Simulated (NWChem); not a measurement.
Molecule: SeIBr; SMILES Br[Se]I

```xyz
3

Se     1.0461     0.4550     0.0000
Br    -0.5845     2.1082     0.0000
I     -0.2851    -1.6840     0.0000
```
Atoms are numbered in this order, from 1.

Results from NWChem. Geometry: optimised at PBE0/def2-SVP. def2 effective core potentials on I; no spin-orbit coupling.

For level B3LYP/def2-SVP:

```
Property                     Value
---------------------------  -----
highest occupied level (eV)  -6.40
orbital gap (eV)              3.02
```

**Question.** Estimate the same quantities for level B97-D/def2-SVP.

**Answer.** The highest occupied level (eV) comes out as -5.47 and the orbital gap (eV) is 1.52.
